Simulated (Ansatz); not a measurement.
Geometry optimisation, UKS BLYP-D4/def2-SVP in Ansatz 0.2.0.

Input file:

```yaml
crystal:
  periodic: [false, false, false]
  atoms:
    - { symbol: Si, position_ang: [0.0, 0.0, 0.0] }
    - { symbol: Cl, position_ang: [0.0, 0.0, 2.38] }
    - { symbol: O, position_ang: [1.5842, 0.0, -0.5594] }
    - { symbol: H, position_ang: [1.9006, -0.9521, -0.6761] }
    - { symbol: H, position_ang: [-0.6877, 1.1914, -0.4862] }
    - { symbol: H, position_ang: [-0.6877, -1.1914, -0.4862] }
    - { symbol: Cl, position_ang: [0.0, 0.0, 4.72] }
magnetization:
  spin_polarized: true
  initial_magnetization: 1
basis:
  gaussian: { orbitals: def2-SVP }
hamiltonian:
  xc: blyp
  dispersion: d4
relax:
  f_tol: 0.15
  max_steps: 25
  restrain:
    - { distance: [1, 6], at: 2.04, k: 30.0 }
    - { distance: [0, 1], at: 3.33, k: 30.0 }
```

Launched with:

```bash
$ ansatz run input.yaml --threads 2 --pin off --max-ram 3072MiB --backend cpu --events-out ev --progress --plain --runs-dir out
```

Where does it end, and by what steps?

The run converged. The restraints hold the end off the free minimum. After 7 steps the energy has risen by 1.209 eV (the restraints' own energy left out); Cl2 moved furthest, 0.64 Å. Parted: Si1–Cl2 (2.38 → 3.31 Å).

```json
{"step": "0", "energy less start (eV)": "0.0000", "largest force component (eV/Å)": "3.108", "accepted": "yes"}
{"step": "1", "energy less start (eV)": "0.8394", "largest force component (eV/Å)": "3.136", "accepted": "yes"}
{"step": "2", "energy less start (eV)": "1.5094", "largest force component (eV/Å)": "3.276", "accepted": "yes"}
{"step": "3", "energy less start (eV)": "1.3152", "largest force component (eV/Å)": "2.280", "accepted": "yes"}
{"step": "4", "energy less start (eV)": "1.2574", "largest force component (eV/Å)": "1.716", "accepted": "yes"}
{"step": "5", "energy less start (eV)": "1.2268", "largest force component (eV/Å)": "1.948", "accepted": "yes"}
{"step": "6", "energy less start (eV)": "1.2136", "largest force component (eV/Å)": "1.966", "accepted": "yes"}
{"step": "7", "energy less start (eV)": "1.2092", "largest force component (eV/Å)": "1.972", "accepted": "yes"}
```

```xyz
7
Properties=species:S:1:pos:R:3
Si -0.025 -0.017 -0.293
Cl -0.006 -0.001 3.020
O 1.553 -0.058 -0.857
H 2.074 -0.861 -0.670
H -0.638 1.258 -0.772
H -0.824 -1.244 -0.644
Cl -0.024 -0.028 5.108
```

Run time: 19 s on 2 threads of Arm Neoverse V2, with other jobs on the host, peak memory 0.15 GiB.
